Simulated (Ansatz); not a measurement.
Consider the formal exchange of groups at a C–Cl bond: `O[SiH](O)CCl` + `[SiH3]Cl` → `O[SiH](O)C[SiH2]Cl` + HCl.

Gas-phase electronic energies from Ansatz, PBE0-D4/def2-TZVP geometries. CCSD(T)/CBS adds triple-zeta CCSD(T) − MP2 to the extrapolated MP2 energy (def2 sets, frozen cores). This one scheme is used for every species. DFT in def2-TZVPP. B3LYP here is the variant with VWN-RPA as its local correlation; programs differ in this. Each species was taken in one conformer, which may not be the lowest.

(1) Is it downhill or uphill in electronic energy at CCSD(T)/CBS, and by how much? (Estimate.)

(2) What do these levels give: PBE-D4, r2SCAN-D4, PBE0-D4, B3LYP-D4, ωB97X-V, PBE, r2SCAN, PBE0, B3LYP, HF/def2-TZVPP, MP2/def2-TZVPP, SCS-MP2/def2-TZVPP? (Best estimate.)

Largest T1 diagnostic among the species: 0.011.

Answers

(1) The calculation gave: Downhill: ΔE = -98.5 kJ/mol.

(2) Ansatz gave: PBE-D4 -97.1, r2SCAN-D4 -99.1, PBE0-D4 -99.8, B3LYP-D4 -95.8, ωB97X-V -95.1, PBE -89.5, r2SCAN -96.8, PBE0 -92.8, B3LYP -83.8, HF/def2-TZVPP -78.8, MP2/def2-TZVPP -104.1, SCS-MP2/def2-TZVPP -95.5 kJ/mol.

From PBE to PBE0 (25 % exact exchange), in def2-TZVPP and without D4, ΔE moves by −3.4 kJ/mol. The D4 term adds −12.1 kJ/mol with B3LYP and −7.0 kJ/mol with PBE0; it sums over pairs of atoms, weighted by their polarisabilities, and B3LYP, whose exchange is more repulsive, gets the larger term. In def2-TZVPP, CCSD(T) changes the Hartree–Fock value by −20.9 kJ/mol (the triples alone add −1.7 kJ/mol) and MP2 by −25.3 kJ/mol.
